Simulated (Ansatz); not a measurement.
A nudged elastic band was laid between two geometries of FGeH3 (5 atoms, charge 0, multiplicity 1).

Computed with RKS CAM-B3LYP/def2-SVP (Ansatz).

```yaml
movable_images: 9
climbing_image: yes
spring: 5.0 eV/Å²
optimiser: quadratic models (default)
start_path: through a guess of the saddle point
force_threshold: 0.05 eV/Å
iteration_limit: 60
end_points: relaxed
```

Image 0:

```xyz
5
Properties=species:S:1:pos:R:3
Ge 0.284 -0.049 0.201
H 0.244 0.017 1.731
H 1.713 0.017 -0.346
F -0.535 1.373 -0.378
H -0.491 -1.252 -0.347
```

Image 10:

```xyz
5
Properties=species:S:1:pos:R:3
Ge 0.053 -0.064 -0.943
H 1.083 -0.247 1.320
H 1.655 0.086 0.928
F -0.827 1.382 -0.484
H -0.748 -1.051 0.039
```

(1) Which bonds break or form, and what moves?

(2) What energy profile does the band end with?

(3) What is the geometry of the highest image?

(4) What are the harmonic wavenumbers there?

Results:

(1) Bonds broken: Ge1–H2, Ge1–H3. Bonds formed: H2–H3. FGeH3 becomes FGeH + H2.

(2) It converged. The highest image is number 5 of 0 to 10, 62.8 kcal/mol above the first end and 31.2 kcal/mol above the last; the last end lies 31.6 kcal/mol above the first. A vibrational analysis at the climbing image gives one clearly imaginary mode, 1286i cm⁻¹: a first-order saddle point. The orbitals stay closed-shell, which can raise the energy where a bond breaks towards radicals; this wasn't checked here.

| image | path coordinate (Å) | energy (kcal/mol) | Ge1–H2 (Å) | Ge1–H3 (Å) | H2–H3 (Å) |
| --- | --- | --- | --- | --- | --- |
| 0 | 0.00 | 0.0 | 1.53 | 1.53 | 2.54 |
| 1 | 0.26 | 3.1 | 1.51 | 1.53 | 2.33 |
| 2 | 0.52 | 13.8 | 1.50 | 1.52 | 2.09 |
| 3 | 0.78 | 32.4 | 1.53 | 1.50 | 1.83 |
| 4 | 1.04 | 53.3 | 1.61 | 1.50 | 1.59 |
| 5 | 1.30 | 62.8 | 1.74 | 1.55 | 1.35 |
| 6 | 1.53 | 55.3 | 1.83 | 1.63 | 1.10 |
| 7 | 1.75 | 39.5 | 1.95 | 1.78 | 0.87 |
| 8 | 1.98 | 33.0 | 2.15 | 2.05 | 0.78 |
| 9 | 2.21 | 31.8 | 2.33 | 2.29 | 0.77 |
| 10 | 2.43 | 31.6 | 2.49 | 2.47 | 0.77 |

(3) 
```xyz
5
Properties=species:S:1:pos:R:3
Ge 0.280 -0.032 -0.428
H 0.622 -0.195 1.267
H 1.593 0.115 0.378
F -0.672 1.429 -0.346
H -0.608 -1.210 -0.012
```

(4) 1286i, 527, 577, 680, 713, 956, 1549, 2151, 2190 cm⁻¹.

Run time: 2.6 min on 1 thread of Arm Neoverse V2, with other jobs on the host, peak memory 0.12 GiB.
